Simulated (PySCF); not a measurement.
Worked example: chemical shift, span and skew from a shielding tensor

C₄H₇BO, SMILES C#CB(O)CC. Atoms are numbered in the order given.

```xyz
13

C      2.1561    -1.1251     0.5029
C      1.2582    -0.3917     0.1291
B      0.1091     0.5300    -0.3402
O      0.3935     1.7856    -0.7803
C     -1.3889     0.0453    -0.3568
C     -1.8049    -0.8920     0.7842
H      2.9461    -1.7743     0.8337
H      1.3389     1.9859    -0.7694
H     -1.5188    -0.4795    -1.3259
H     -2.0516     0.9260    -0.4132
H     -1.7214    -0.3939     1.7642
H     -1.1629    -1.7864     0.8216
H     -2.8475    -1.2316     0.6763
```

Coordinates come from a B3LYP-D3(BJ)/def2-SVP optimisation. The structure was generated by enumeration, and PubChem lists no compound with its InChIKey, so it may never have been made. One conformer was computed; it need not be the lowest.

GIAO shieldings from PySCF with PBE0/pcSseg-1, non-relativistic, no solvent. The symmetric part of the tensor of C5 has the principal values 155.1, 167.4, 178.7 ppm. The same nucleus in TMS has σ = 186.3 ppm at this level (PySCF, at its B3LYP-D3(BJ)/def2-TZVP geometry).

Q: Work out the isotropic shielding, the ¹³C shift against TMS, the span and the skew.

A: 
σ(iso) = (σ11 + σ22 + σ33)/3 = 167.1 ppm. δ = σ(ref) − σ(iso) = 186.3 − (167.1) = 19.2 ppm.
Span Ω = σ33 − σ11 = 23.6 ppm. Skew κ = 3(σ(iso) − σ22)/Ω = -0.04. Tumbling in solution averages the tensor to δ; in a static solid the shielding alone would spread this spin-1/2 line over Ω.
